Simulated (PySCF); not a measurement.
Se(F)(SiH3), SMILES F[Se][SiH3] (H3FSeSi), CAM-B3LYP/def2-SVP optimised geometry.

```
6

Se     1.41    -0.33     0.00
F      1.51     0.57     1.54
Si    -0.88    -0.33     0.00
H     -1.40     1.06     0.00
H     -1.41    -1.06     1.18
H     -1.24    -1.03    -1.26
```

Density from CAM-B3LYP/def2-TZVP in PySCF 2.14.0 at that geometry.

Minimum of the electron density along straight lines between bonded atoms, close to the bond critical point (lines longer than 1.1 times the sum of covalent radii, or with two minima, are not listed):

```json
[
 {"bond": "Se1–F2", "length / Å": "1.782", "ρ at the minimum / e bohr⁻³": "0.148", "∇²ρ there / e bohr⁻⁵": "0.31", "position (fraction from the first atom)": "0.47"},
 {"bond": "Se1–Si3", "length / Å": "2.290", "ρ at the minimum / e bohr⁻³": "0.093", "∇²ρ there / e bohr⁻⁵": "-0.01", "position (fraction from the first atom)": "0.65"},
 {"bond": "Si3–H4", "length / Å": "1.483", "ρ at the minimum / e bohr⁻³": "0.124", "∇²ρ there / e bohr⁻⁵": "0.13", "position (fraction from the first atom)": "0.49"},
 {"bond": "Si3–H5", "length / Å": "1.484", "ρ at the minimum / e bohr⁻³": "0.124", "∇²ρ there / e bohr⁻⁵": "0.13", "position (fraction from the first atom)": "0.49"},
 {"bond": "Si3–H6", "length / Å": "1.488", "ρ at the minimum / e bohr⁻³": "0.122", "∇²ρ there / e bohr⁻⁵": "0.14", "position (fraction from the first atom)": "0.49"}
]
```
